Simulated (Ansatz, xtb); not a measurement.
## C5H8OSi: 3 structures ranked

3 gas-phase structures of C5H8OSi, from a drawn sample of its isomers (lower ones may exist). Each was relaxed with GFN2-xTB:

A. `C#CC1([SiH3])COC1`, a singlet
B. `C#C[C@@H]1CO[C@H]1[SiH3]`, a singlet
C. `C#C[C@@H]1CO[C@@H]1[SiH3]`, a singlet

Task: Which do you expect lowest at r2SCAN-D4/def2-SVP, and how would the others follow?

Result: Calculated order at r2SCAN-D4/def2-SVP: A (0.0), C (2.2), B (2.6) kcal/mol. Less than 1 kcal/mol parts C and B, so the order within that pair means little.

Energies above the lowest of each column, in kcal/mol; the last columns are at B3LYP-D3(BJ)/def2-SVP geometries:

| structure | GFN2-xTB | HF/STO-3G | r2SCAN-D4/def2-SVP | B3LYP-D3(BJ)/def2-SVP | CCSD(T)/def2-SVP + ΔMP2/def2-TZVPP |
| --- | --- | --- | --- | --- | --- |
| A | 0.0 | 0.0 | 0.0 | 0.0 | 0.0 |
| C | 0.4 | 1.3 | 2.2 | 1.9 | 2.9 |
| B | 0.3 | 0.8 | 2.6 | 2.2 | 2.8 |

Every level run on A puts it lowest or level with the lowest. CCSD(T)/def2-SVP + ΔMP2/def2-TZVPP orders those it was run on as A (0.0), B (2.8), C (2.9) kcal/mol. Less than 1 kcal/mol parts B and C, so the order within that pair means little. ΔMP2 is the change of the MP2 energy from the smaller to the larger basis.

Programs: Ansatz 0.2.0, xtb 6.7.1.
